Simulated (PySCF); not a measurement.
Molecule: `C1CSB(O[SiH3])S1`, C₂H₇BOS₂Si.

Cartesian coordinates in Å; atom numbers follow the order of the lines, from 1:
```xyz
14

Si    3.244    0.157    0.443
O     1.645    0.413    0.530
B     0.362    0.216    0.402
S    -0.876    1.379    1.057
C    -2.306    0.581    0.226
C    -2.075   -0.911    0.143
S    -0.363   -1.236   -0.434
H     3.500   -1.049   -0.343
H     3.744    1.365   -0.206
H     3.644    0.010    1.839
H    -3.195    0.816    0.810
H    -2.393    1.026   -0.766
H    -2.754   -1.385   -0.564
H    -2.177   -1.382    1.121
```

Frames of a GFN2-xTB Langevin trajectory at 300 K; GIAO PBE0/pcSseg-1 shieldings in PySCF, gas phase, non-relativistic; equivalent atoms averaged within each frame.

Shifts are taken against calculated references (same method and geometry level): ²⁹Si (σ = 349.16 ppm) and ¹³C (σ = 186.93 ppm) and ¹H (σ = 31.72 ppm) vs TMS; H2O for ¹⁷O (σ = 336.08 ppm); ¹¹B (σ = 100.07 ppm) vs BF3·OEt2; ³³S (σ = 503.73 ppm) against CS2. The references are static minima.

Task: How do the shifts (ppm) fluctuate along the trajectory?

Result: 
```csv
time (fs),Si1,O2,B3,S4/S7,C5/C6,H8/H9/H10,H11/H12/H13/H14
optimised geometry,-40.0,111.4,44.2,-1,41.8,5.23,3.13
250,-26.9,116.1,47.1,7,43.6,5.36,3.73
425,-37.5,122.0,47.6,20,40.6,5.35,3.61
625,-41.7,106.6,47.7,19,40.8,4.87,3.88
800,-27.4,101.5,46.0,18,42.8,5.51,3.11
1000,-36.5,109.0,42.0,-1,38.5,5.64,3.57
mean of frames,-34.0,111.0,46.1,13,41.3,5.35,3.58
standard deviation,6.6,8.1,2.4,9,2.0,0.29,0.29
```

5 frames give an uncertainty of the mean of about the standard deviation over 2.2 at best, since frames this close in time may not be independent; classical motion lacks zero-point vibration, and the reference would need the same averaging.
